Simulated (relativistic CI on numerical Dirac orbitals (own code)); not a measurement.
# Slater and spin-orbit integrals, Ta68+

These numbers are calculated, not measured: Dirac-Coulomb-Breit CI, KLI orbitals optimised for each configuration, model QED, unscaled Slater integrals (own radial code, finite nucleus).

Slater integrals F^k, G^k are unscaled and averaged over j, outside the closed core 1s2; ζ comes from projecting the Hamiltonian with its Breit term on Σ l·s of the shell.

- 2s²2p: ζ(2p) = 7.4186e+06 cm⁻¹; <r>(2p) = 0.06659, <r^2>(2p) = 0.005405 (bohr units).
- 2s2p²: F^2(2p,2p) = 1.4098e+06, G^1(2s,2p) = 1.5115e+06, ζ(2p) = 7.4012e+06 cm⁻¹; <r>(2s) = 0.07528, <r^2>(2s) = 0.006733, <r>(2p) = 0.06663, <r^2>(2p) = 0.00541 (bohr units).
- 2p³: F^2(2p,2p) = 1.4082e+06, ζ(2p) = 7.384e+06 cm⁻¹; <r>(2p) = 0.0667, <r^2>(2p) = 0.005422 (bohr units).

Averages of the first 10 configurations, taken without configuration mixing, which lowers the lowest level and can move excited configurations by several eV; other configurations of the list can lie among them:

| Configuration | Parity | States | Average energy above the lowest level (eV) |
| --- | --- | --- | --- |
| 2s²2p | odd | 6 | 923.9 |
| 2s2p² | even | 30 | 2086.5 |
| 2p³ | odd | 20 | 3311.5 |
| 2p²3s | even | 30 | 12620.7 |
| 2p²3p | odd | 90 | 12966.5 |
| 2p²3d | even | 150 | 13224.6 |
| 2s²3s | even | 2 | 10307.4 |
| 2s²3p | odd | 6 | 10665.1 |
| 2s²3d | even | 10 | 10923.0 |
| 2s2p3s | odd | 24 | 11432.7 |
